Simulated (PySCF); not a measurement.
## C₆ coefficients of unlike pairs at PBE

Calculated with PySCF 2.14 from the dipole response of each species, C₆(A,B) = (3/π) ∫ α_A(iu) α_B(iu) du, in atomic units, from isotropic polarisabilities. For ions this is the dispersion term alone; charge-induced terms of lower order in 1/R come first.

```
species           configuration                                                               basis      relativity  α (bohr³)  C₆ (like pair)
     Ga  [Ar] 3d10 4s2 4p1 (2P)                           aug-cc-pwCVDZ-PP with ECP10MDF (6s5p4d1f)  core potential      61.97           525.6
    Cu⁺          [Ar] 3d10 (1S)                                      aug-cc-pwCVTZ-DK (10s9p7d4f3g)   spin-free X2C      7.296           22.55
    O³⁺       [He] 2s2 2p1 (2P)                                             dyall-acv3z (15s9p4d2f)   spin-free X2C      1.345           1.253
    Cs⁺               [Xe] (1S)  def2-QZVPPD with the def2 core potential (46 electrons) (6s5p4d3f)  core potential      16.03           133.8
```

Problem. Estimate C₆ for Cs⁺ with O³⁺.

Solution. The integral gives 12.69. The combination rule 2 C_A C_B / (C_A α_B/α_A + C_B α_A/α_B) gives 12.82 and the geometric mean 12.95.

No spin-orbit coupling is included.

The other pairs:

```
    pair     C₆
 Cu⁺, Ga  93.87
 Cs⁺, Ga  228.1
O³⁺, Cu⁺  5.260
 O³⁺, Ga  20.37
Cs⁺, Cu⁺  53.75
```
